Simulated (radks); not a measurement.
Species: the molybdenum ion Mo+. Configuration: [Kr] 4d4 5p1 (not the ground configuration).

All-electron calculation, scalar-relativistic Kohn-Sham, LDA (Slater exchange, Perdew-Wang correlation), spin-unpolarised, spherical densities, point nucleus. Program: a radial shooting solver on a logarithmic mesh with Libxc functionals.

Energy parts (hartree):
| part | energy |
|---|---|
| total | -4043.95371 |
| kinetic | 4168.47819 |
| electron-nucleus | -9733.63025 |
| Hartree | 1640.04277 |
| exchange-correlation | -118.84443 |

Orbitals (lengths in bohr, moments of r in powers of bohr):
\begin{tabular}{lrrrr}
orbital & occ. & eigenvalue (hartree) & <r> & <r^4> \\ \hline
1s & 2 & -727.8786 & 0.03520 & 7.234e-06 \\
2s & 2 & -103.1906 & 0.1539 & 0.001341 \\
2p & 6 & -92.36441 & 0.1340 & 0.0009591 \\
3s & 2 & -17.89315 & 0.4297 & 0.06938 \\
3p & 6 & -14.34576 & 0.4312 & 0.07650 \\
3d & 10 & -8.55492 & 0.4155 & 0.08375 \\
4s & 2 & -2.78187 & 1.103 & 2.885 \\
4p & 6 & -1.82743 & 1.227 & 4.756 \\
4d & 4 & -0.51709 & 1.777 & 28.65 \\
5p & 1 & -0.27817 & 3.852 & 437.6 \\
\end{tabular}

The highest occupied level is 5p at -7.570 eV. The density falls to 0.001 e/bohr^3 at r = 4.56 bohr.
